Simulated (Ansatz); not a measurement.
Hg(Cl)2 anion (Cl2Hg), SMILES [Cl][Hg][Cl] (connectivity only; charge and spin as stated), charge -1, multiplicity 2.

Geometry optimised at PBE-D3(BJ)/def2-SVPD. The spin state was assumed, not searched. The isomer is the one that the SMILES or the coordinates give; other isomers of the formula were not compared. The def2 effective core potentials stand for the cores of Hg; spin–orbit coupling is left out.

Two levels are set side by side: PBE/def2-TZVPD (Ansatz, a program for electronic structure) and PBE0/def2-TZVPD (Ansatz). Energy differences of separate SCF runs at the same geometry; the states with an electron removed or added have multiplicity 1. Differences are taken from unrounded values.

| quantity | PBE0 | PBE | PBE minus PBE0 |
|---|---|---|---|
| vertical ionisation energy (eV) | 3.26 | 3.15 | -0.11 |
